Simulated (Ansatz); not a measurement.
Ansatz (a quantum-chemistry and plane-wave program) input (B3LYP/6-31G*):

Ansatz 0.2 input:
```yaml
crystal:
  periodic: [false, false, false]
  atoms:
    - {symbol: O, position_ang: [1.26266590, -0.56782754, 0.24651039]}
    - {symbol: S, position_ang: [-0.15905165, -0.06174957, 0.42039352]}
    - {symbol: F, position_ang: [-0.92039015, -0.69724690, -0.75349422]}
    - {symbol: F, position_ang: [-0.11117853, 1.36670338, -0.14417350]}
    - {symbol: H, position_ang: [1.72761739, -0.49449504, -0.61936988]}
basis:
  gaussian:
    orbitals: 6-31G*
hamiltonian:
  xc: {name: B3LYP}
total_charge: 1
relax: {f_tol: 0.003, max_steps: 120}
```

From the last part of the output:

```
mean field -18321.48709629 eV, -673.3022320386 hartree, gradient 1.2e-5 eV, S^2 0.000000; 0 other end points of the search recorded, 0 dependent functions left out
the calculation of the forces begins
reference -18321.48723443 eV, -673.3022371152 hartree; 21, 21 occupied and 45, 45 virtual orbitals, 621 factors
relax step   3: F+E_penalty+E_count = -18321.48709629 eV  Δ(F+E_penalty+E_count) = -1.728e-2 eV  max|allowed force component| = 1.117e-1 eV/Å  Δτ_max = 0.0141 Å  (29 SCF iters, accepted)
these checks for a lower state are left out or cut short: starts, cluster_reference, orbital_swaps, neighbouring_geometries, increment
integrals: 0.02 GiB planned
621 factors; integrals over basis functions are off by at most 3.8e-4 eV
mean field: 0.19 GiB planned
mean field -18321.48739175 eV, -673.3022428965 hartree, gradient 1.9e-5 eV, S^2 0.000000; 0 other end points of the search recorded, 0 dependent functions left out
the calculation of the forces begins
reference -18321.48752985 eV, -673.3022479715 hartree; 21, 21 occupied and 45, 45 virtual orbitals, 621 factors
relax step   4: F+E_penalty+E_count = -18321.48739175 eV  Δ(F+E_penalty+E_count) = -2.955e-4 eV  max|allowed force component| = 8.115e-2 eV/Å  Δτ_max = 0.0053 Å  (24 SCF iters, accepted)
these checks for a lower state are left out or cut short: starts, cluster_reference, orbital_swaps, neighbouring_geometries, increment
integrals: 0.02 GiB planned
621 factors; integrals over basis functions are off by at most 3.8e-4 eV
mean field: 0.19 GiB planned
mean field -18321.48792492 eV, -673.3022624901 hartree, gradient 2.5e-5 eV, S^2 0.000000; 0 other end points of the search recorded, 0 dependent functions left out
the calculation of the forces begins
reference -18321.48806294 eV, -673.3022675625 hartree; 21, 21 occupied and 45, 45 virtual orbitals, 621 factors
relax step   5: F+E_penalty+E_count = -18321.48792492 eV  Δ(F+E_penalty+E_count) = -5.332e-4 eV  max|allowed force component| = 3.674e-2 eV/Å  Δτ_max = 0.0069 Å  (23 SCF iters, accepted)
these checks for a lower state are left out or cut short: starts, cluster_reference, orbital_swaps, neighbouring_geometries, increment
integrals: 0.02 GiB planned
621 factors; integrals over basis functions are off by at most 3.8e-4 eV
mean field: 0.19 GiB planned
mean field -18321.48797128 eV, -673.3022641941 hartree, gradient 1.0e-5 eV, S^2 0.000000; 0 other end points of the search recorded, 0 dependent functions left out
the calculation of the forces begins
reference -18321.48810929 eV, -673.3022692658 hartree; 21, 21 occupied and 45, 45 virtual orbitals, 621 factors
relax step   6: F+E_penalty+E_count = -18321.48797128 eV  Δ(F+E_penalty+E_count) = -4.637e-5 eV  max|allowed force component| = 3.116e-3 eV/Å  Δτ_max = 0.0021 Å  (23 SCF iters, accepted)
these checks for a lower state are left out or cut short: starts, cluster_reference, orbital_swaps, neighbouring_geometries, increment
integrals: 0.02 GiB planned
621 factors; integrals over basis functions are off by at most 3.8e-4 eV
mean field: 0.19 GiB planned
mean field -18321.48797192 eV, -673.3022642174 hartree, gradient 1.7e-5 eV, S^2 0.000000; 0 other end points of the search recorded, 0 dependent functions left out
the calculation of the forces begins
reference -18321.48810993 eV, -673.3022692892 hartree; 21, 21 occupied and 45, 45 virtual orbitals, 621 factors
relax step   7: F+E_penalty+E_count = -18321.48797192 eV  Δ(F+E_penalty+E_count) = -6.338e-7 eV  max|allowed force component| = 4.592e-4 eV/Å  Δτ_max = 0.0002 Å  (19 SCF iters, accepted)
integrals: 0.02 GiB planned
621 factors; integrals over basis functions are off by at most 3.8e-4 eV
mean field: 0.19 GiB planned
mean field evaluation 64: about -18321.2399 eV, gradient 1.0e1 eV
mean field -18321.48797192 eV, -673.3022642174 hartree, gradient 1.7e-5 eV, S^2 0.000000; 1 other end points of the search recorded, 0 dependent functions left out
the calculation of the forces begins
reference -18321.48810993 eV, -673.3022692892 hartree; 21, 21 occupied and 45, 45 virtual orbitals, 621 factors
Total energy: -18321.48810993 eV, -673.3022692892 hartree
Atom 0 at     1.284195    -0.579567     0.257683 Å, force    -0.000074     0.000136    -0.000362 eV/Å
Atom 1 at    -0.164353    -0.063072     0.431913 Å, force    -0.000459     0.000240    -0.000204 eV/Å
Atom 2 at    -0.935071    -0.707749    -0.766544 Å, force     0.000216    -0.000279     0.000191 eV/Å
Atom 3 at    -0.113151     1.388615    -0.147655 Å, force     0.000303    -0.000057     0.000257 eV/Å
Atom 4 at     1.728043    -0.492843    -0.625531 Å, force     0.000015    -0.000041     0.000118 eV/Å
Dipole moment:     0.304297    -0.122144     0.009613 e Å
```

The dipole moment of an ion depends on the origin.

The geometry given is a B3LYP-D3(BJ)/def2-TZVP minimum.
